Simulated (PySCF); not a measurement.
Si(H)2(Br)(Et) (C₂H₇BrSi), SMILES CC[SiH2]Br. Geometry optimised at B3LYP-D3(BJ)/def2-SVP. One conformer was computed; it need not be the lowest.

Computed equilibrium geometry at B3LYP-D3(BJ)/def2-SVP (PySCF confirms it by a frequency run) as Cartesian coordinates in Å (one conformer of several):
```xyz
11

Si    -0.1125     1.0821    -0.4814
Br     1.1398    -0.5593     0.4227
C     -1.7817     0.3834    -0.9927
C     -2.6029    -0.2233     0.1513
H     -0.2589     2.1420     0.5541
H      0.6322     1.6214    -1.6516
H     -2.3325     1.2126    -1.4752
H     -1.6017    -0.3642    -1.7848
H     -3.5681    -0.6124    -0.2098
H     -2.8176     0.5224     0.9340
H     -2.0632    -1.0561     0.6286
```
